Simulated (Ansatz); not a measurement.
Program: Ansatz. Geometries: PBE0-D4/def2-TZVP. ΔE: electronic, gas phase. CCSD(T)/CBS adds triple-zeta CCSD(T) − MP2 to the extrapolated MP2 energy (def2 sets, frozen cores). This one scheme is used for every species. DFT in def2-TZVPP. HSE06 is defined as in plane-wave codes. Each species was taken in one conformer, which may not be the lowest.

Consider the silylene formation by 1,1-elimination: `F[SiH2]N([SiH3])[SiH3]` → H₂ + `F[Si]N([SiH3])[SiH3]`.

CCSD(T)/CBS gives +158.8 kJ/mol.

(1) Another level gave +130.6 kJ/mol. Which?
A. RPA@PBE/def2-TZVPP
B. HSE06/def2-TZVPP
C. r2SCANh/def2-TZVPP
D. revPBE/def2-TZVPP

(2) What do rigid-rotor, harmonic-oscillator terms from PBE0-D4/def2-TZVP frequencies (298.15 K, 1 bar) make of the CCSD(T)/CBS value? (Best estimate.)

Largest T1 diagnostic among the species: 0.014.

Answers

(1) D. revPBE 130.6, r2SCANh 168.8, RPA@PBE/def2-TZVPP 145.4, HSE06 161.5 kJ/mol.

(2) The calculation gave: ΔZPE = -20.1 kJ/mol, ΔH = +145.7 kJ/mol, ΔS = 109 J/(mol·K), ΔG = +113.1 kJ/mol. Modes under 50 cm⁻¹ make the entropy rough.

From r2SCAN to r2SCAN0 (25 % exact exchange), in def2-TZVPP and without D4, ΔE moves by +10.7 kJ/mol. In def2-TZVPP, CCSD(T) changes the Hartree–Fock value by −24.4 kJ/mol (the triples alone add −5.1 kJ/mol) and MP2 by −16.3 kJ/mol.
